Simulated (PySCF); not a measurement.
PySCF calculation with GIAO PBE0/pcSseg-1 shieldings and coordinates at the GFN2-xTB level; no solvent model, rapidly exchanging positions averaged, a single conformation, no relativistic terms.

Shifts are taken against calculated references (same method and geometry level): TMS for ¹H (31.72 ppm) and ¹³C (186.93 ppm). Shifts are as computed. Against solution values, carbons near 30 ppm lie about +3 ppm off and those near 130 ppm about +5 ppm; carbons on Cl a further +6 ppm. Of 1211 compounds with measured shifts, 218 miss one by over three times the rms of a fit or turn the order of signals round; such compounds aren't used in these exercises. Carbons bonded to Cl come out too deshielded.

(1) Order these molecules by the shift of their most shielded carbon-bound hydrogen, lowest δ first.
A. C/C(F)=P/CCC(F)(F)F
B. Cc1nnc(F)cc1F
C. CO[C@@H](C)[C@H](F)C(=O)Cl
D. C[Si@@H]([SiH3])[C@H]1C[C@H](F)C1
E. O=C(F)c1ccccc1

(2) Order these molecules by the shift of their most deshielded carbon, lowest δ first.
A. O=C(F)c1ccccc1
B. C[Si@@H]([SiH3])[C@H]1C[C@H](F)C1
C. Cc1nnc(F)cc1F
D. C/C(F)=P/CCC(F)(F)F

(3) How many ¹³C and ¹H signals does each give (equivalence by symmetry and fast rotation, but not about amide C–N or C=N bonds)? `C/C(F)=P/CCC(F)(F)F`, `C[Si@@H]([SiH3])[C@H]1C[C@H](F)C1`, `O=C(F)c1ccccc1`, `Cc1nnc(F)cc1F`, `CO[C@@H](C)[C@H](F)C(=O)Cl`

## Answers

(1) D (0.20 ppm, hydrogen on a methyl carbon bonded to Si), C (1.30 ppm, hydrogen on a methyl carbon), A (2.24 ppm, hydrogen on an sp3 CH2), B (2.97 ppm, hydrogen on a methyl carbon on an aromatic ring), E (7.85 ppm, hydrogen on an aromatic CH).

(2) B (88.6 ppm, sp3 CH bonded to F), A (165.9 ppm, carbonyl carbon), C (175.6 ppm, aromatic carbon bearing fluorine), D (231.3 ppm, carbon double-bonded to a heavier main-group atom).

(3) C/C(F)=P/CCC(F)(F)F: 5 C, 3 H; C[Si@@H]([SiH3])[C@H]1C[C@H](F)C1: 5 C, 9 H; O=C(F)c1ccccc1: 5 C, 3 H; Cc1nnc(F)cc1F: 5 C, 2 H; CO[C@@H](C)[C@H](F)C(=O)Cl: 5 C, 4 H.
